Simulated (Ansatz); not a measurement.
Consider the ligand exchange at a Ge–S bond: `[SH][GeH]` + HCl → `[Cl][GeH]` + H₂S.

Calculated with Ansatz (gas phase, PBE0-D4/def2-TZVP geometries, no zero-point term in ΔE). CCSD(T)/CBS adds triple-zeta CCSD(T) − MP2 to the extrapolated MP2 energy (def2 sets, frozen cores). This one scheme is used for every species. DFT in def2-TZVPP. For Ge outer-core shells are correlated without core-valence functions, which leaves a few kJ/mol of doubt a bond. Scalar relativity is left out up to krypton.

CCSD(T)/CBS gives -2.5 kcal/mol.

Q: Another level gave -2.2 kcal/mol. Which?
A. ωB97M-V/def2-TZVPP
B. LDA (SPW92)/def2-TZVPP
C. HF/def2-TZVPP
D. r2SCANh-D4/def2-TZVPP

A: D. r2SCANh-D4 -2.2, HF/def2-TZVPP -6.2, ωB97M-V -3.7, LDA (SPW92) -0.5 kcal/mol.

Q: What do rigid-rotor, harmonic-oscillator terms from PBE0-D4/def2-TZVP frequencies (298.15 K, 1 bar) make of the CCSD(T)/CBS value? (An estimate is asked.)

A: Ansatz gave: ΔZPE = -0.3 kcal/mol, ΔH = -2.7 kcal/mol, ΔS = 13 J/(mol·K), ΔG = -3.6 kcal/mol.

Largest T1 diagnostic among the species: 0.015.

From BLYP to BHLYP (50 % exact exchange), in def2-TZVPP and without D4, ΔE moves by −1.1 kcal/mol. In def2-TZVPP, CCSD(T) changes the Hartree–Fock value by +3.9 kcal/mol (the triples alone add +0.7 kcal/mol) and MP2 by +4.1 kcal/mol. Leaving LDA and LC-ωPBE aside and taking each functional with its dispersion term where it has one, the values, not all of them listed here, spread over 2.4 kcal/mol, from BHLYP-D4 to PBE-D4. LDA lies +1.4 kcal/mol from PBE without D4.
